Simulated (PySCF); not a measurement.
## Working out the ionisation energy of Cr⁺

Cr⁺ [Ar] 3d5 (6S) → Cr²⁺ [Ar] 3d4 (5D). All numbers are calculated (PySCF 2.14, the spin-free X2C one-electron Hamiltonian (Gaussian nucleus), in jorge-DZP-DKH (8s6p2d1f, 43 functions)). Frozen: [Ar]. Energies in hartree (1 hartree = 27.21139 eV):

```csv
part,Cr⁺ (lower),Cr²⁺ (upper)
UHF,-1049.392057,-1048.838552
MP2 opposite-spin,0.000000,0.000000
MP2 same-spin,-0.047655,-0.020781
```

Q: What does Hartree-Fock give?

A: (-1048.838552) − (-1049.392057) = 0.553505 hartree = 15.062 eV.

Q: What do MP2 and SCS-MP2 (6/5 opposite-spin, 1/3 same-spin) give?

A: The opposite-spin parts differ by 0.000 eV and the same-spin parts by 0.731 eV. MP2: 15.062 + (0.000) + (0.731) = 15.793 eV. SCS-MP2: 15.062 + 1.2 × (0.000) + (0.731)/3 = 15.306 eV.

Reference: 16.486 eV (measured; NIST Atomic Spectra Database, ionization energies), between the lowest levels; spin-orbit coupling is absent from the calculation.

A double-zeta basis recovers only part of the correlation energy.

What remains against the reference includes basis incompleteness, the frozen core and correlation beyond second order.
